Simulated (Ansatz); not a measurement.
Molecule: BCl₂, net charge -1, singlet state. SMILES of the parent species: Cl[B]Cl
Structure (B3LYP-D3(BJ)/def2-TZVP (Ansatz, an electronic-structure program) minimum search):
```
B
Cl 1 1.9254
Cl 1 1.9254 2 103.35
```
Charge -1, spin multiplicity 1.

Parts of the frozen-core correlation energy in STO-3G (Ansatz, hartree). Frozen orbitals: 11; correlated occupied orbitals by spin: 9 and 9; virtual: 3 and 3. No spin-orbit coupling. No relativistic terms. The restricted reference is unstable.

```json
[
 {"term": "reference (HF)", "value": "-933.41898"},
 {"term": "MP2 opposite-spin", "value": "-0.03102"},
 {"term": "MP2 same-spin", "value": "-0.00389"},
 {"term": "CCSD correlation", "value": "-0.05437"},
 {"term": "(T)", "value": "-0.00142"},
 {"term": "FCI minus CCSD(T)", "value": "-0.00031"},
 {"term": "T1 diagnostic", "value": "0.009"},
 {"term": "largest doubles amplitude", "value": "0.179"}
]
```
